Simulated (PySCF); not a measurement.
Geometries of 4 isomers of C5H4F2, from PySCF, PBE0-D3(BJ)/def2-SVP geometry optimisation, gas phase. One conformer each, no zero-point energy, no frequencies.

Question: Which isomer lies lowest at this level?
A.
```xyz
11
angstrom
F      2.285    1.184   -0.363
C      1.121    0.584   -0.175
C      0.783   -0.671   -0.530
F      1.534   -1.574   -1.140
C     -0.628   -0.934   -0.132
C     -1.047    0.358    0.505
C     -0.016    1.227    0.473
H     -0.702   -1.783    0.571
H     -1.256   -1.191   -1.004
H     -2.035    0.533    0.928
H      0.007    2.247    0.857
```
B.
```xyz
11
angstrom
C      2.355    0.765   -0.728
C      1.500   -0.046   -0.442
C      0.508   -1.015   -0.108
F      0.961   -2.270   -0.095
C     -0.779   -0.766    0.164
C     -1.394    0.587    0.148
F     -1.999    0.855    1.352
H      3.114    1.484   -0.976
H     -1.419   -1.620    0.404
H     -0.637    1.362   -0.057
H     -2.168    0.641   -0.639
```
C.
```xyz
11
angstrom
F      2.041   -0.547   -1.008
C      1.264   -1.478   -0.480
C      0.092   -1.173    0.101
F     -0.629   -2.178    0.607
C     -0.457    0.136    0.224
C     -1.408    0.936    0.621
C     -0.250    1.590   -0.061
H      1.644   -2.499   -0.555
H     -2.370    1.074    1.106
H      0.490    2.155    0.528
H     -0.355    1.957   -1.094
```
D.
```xyz
11
angstrom
C      2.689   -0.419   -0.716
C      1.529   -0.255   -0.113
C      0.408   -0.101    0.472
C     -0.758    0.062    1.067
C     -2.018    0.347    0.317
F     -2.945   -0.598    0.600
F     -2.530    1.535    0.714
H      3.599   -0.624   -0.143
H      2.779   -0.353   -1.805
H     -0.856   -0.002    2.158
H     -1.862    0.376   -0.774
```

Answer: A. That is `FC1=C(F)CC=C1`, 34.3 kcal/mol below the next.

```json
{"SMILES": "FC1=C(F)CC=C1", "atoms numbered as above": "[F:1][C:2]1=[C:3]([F:4])[CH2:5][CH:6]=[CH:7]1", "E (Eh)": "-391.86652", "relative (kcal/mol)": "0.0", "relative (kJ/mol)": "0.0", "dipole (D)": "2.42"}
{"SMILES": "C=C=C=CC(F)F", "atoms numbered as above": "[CH2:1]=[C:2]=[C:3]=[CH:4][CH:5]([F:6])[F:7]", "E (Eh)": "-391.81181", "relative (kcal/mol)": "34.3", "relative (kJ/mol)": "143.6", "dipole (D)": "2.62"}
{"SMILES": "C#C/C(F)=C\\CF", "atoms numbered as above": "[CH:1]#[C:2]/[C:3]([F:4])=[CH:5]\\[CH2:6][F:7]", "E (Eh)": "-391.80221", "relative (kcal/mol)": "40.4", "relative (kJ/mol)": "168.8", "dipole (D)": "1.99"}
{"SMILES": "F/C=C(/F)C1=CC1", "atoms numbered as above": "[F:1]/[CH:2]=[C:3](/[F:4])[C:5]1=[CH:6][CH2:7]1", "E (Eh)": "-391.78885", "relative (kcal/mol)": "48.7", "relative (kJ/mol)": "203.9", "dipole (D)": "0.12"}
```

As drawn, the highest has a three-membered ring, which the lowest lacks.
